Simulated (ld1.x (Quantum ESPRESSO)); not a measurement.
# Plane-wave convergence, PAW potential for O (Z = 8)

| Quantity | Value |
| --- | --- |
| Element | oxygen (O) |
| Generator | ld1.x (Quantum ESPRESSO) 7.5 |
| Type | PAW |
| Functional | PBEsol |
| Relativity | scalar-relativistic |
| Frozen core | [He] |
| Valence charge | 6 |
| Reference configuration | 2s2 2p2 (charge +2) |
| Partial waves | 2s (bound): rcut 0.55, rcutus 0.70 bohr; 2s channel at -0.85 Ry: rcut 0.55, rcutus 0.70 bohr; 2p (bound): rcut 1.45, rcutus 1.90 bohr; 2p channel at -2.25 Ry: rcut 1.45, rcutus 1.90 bohr; 3d channel at 0.35 Ry: rc 2.05 bohr |
| Local potential | the d channel |
| Core correction | Bessel-smoothed model core inside 0.50 bohr |
| Augmentation charge | GAUSS, radius 0.60 bohr |

The pseudo-atom Hamiltonian at the reference potential is diagonalised in spherical Bessel functions j_l(qr) that vanish at 20 bohr, with q² up to the cutoff. All-electron valence levels (Ry): 2s -4.2726, 2p -3.1686.

Q: How do the lowest levels (Ry) of each channel move with the cutoff, and are there ghosts?

A:

| cutoff (Ry) | s #1 | s #2 | p #1 | p #2 | d #1 | f #1 | Σ f·Δε (mRy) |
| --- | --- | --- | --- | --- | --- | --- | --- |
| 8 | -4.0465 | -1.0014 | -3.0180 | -0.6945 | -0.5591 | -0.2567 | 753.6 |
| 18 | -4.0926 | -1.0160 | -3.1654 | -0.7513 | -0.5709 | -0.2567 | 366.5 |
| 35 | -4.1890 | -1.0309 | -3.1685 | -0.8172 | -0.5724 | -0.2567 | 167.6 |
| 50 | -4.2496 | -1.0414 | -3.1686 | -0.8180 | -0.5724 | -0.2567 | 46.2 |
| 80 | -4.2713 | -1.0454 | -3.1686 | -0.8185 | -0.5724 | -0.2567 | 2.8 |
| 120 | -4.2722 | -1.0456 | -3.1686 | -0.8185 | -0.5724 | -0.2567 | 0.9 |
| 400 | -4.2727 | -1.0457 | -3.1686 | -0.8185 | -0.5724 | -0.2567 | 0.0 |

Result: no extra level below or beside the all-electron valence levels (s, p, d, f tested); 10 mRy is reached at 70 Ry and 1 mRy at 100 Ry.

Test run stopped at test 1 of 7 (negative rho).
